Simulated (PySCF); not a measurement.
BrH₂SbTe₂. Atoms are numbered in the order given.

```xyz
6

Sb    -0.7061    -0.3678     0.6858
Br     1.4502    -0.8017     1.9833
Te    -0.2215     2.2190    -0.1766
H     -0.1488     2.7501     1.4025
Te    -0.0381    -1.3217    -1.8266
H     -1.0983    -2.5932    -1.6273
```
Charge 0, spin multiplicity 1.

The structure is a stationary point at PBE0-D3(BJ)/def2-SVP. The def2 effective core potentials stand for the cores of Sb, Te; spin–orbit coupling is left out.

All values below come from HF/def2-TZVP (PySCF).

The molecule is in vacuum.

```json
{
 "total_energy": "-3346.93869 hartree",
 "highest_occupied_level": "-8.79 eV",
 "lowest_empty_level": "0.67 eV",
 "orbital_gap": "9.46 eV",
 "dipole_moment": "2.25 D",
 "quadrupole, principal values (traceless, Buckingham form, about the centre of nuclear charge)": "-11.41, 2.77, 8.64 D·Å",
 "mean_static_polarisability": "143.6 bohr³ (21.28 Å³)",
 "polarisability_principal_values": "107.0, 150.8, 172.9 bohr³"
}
```
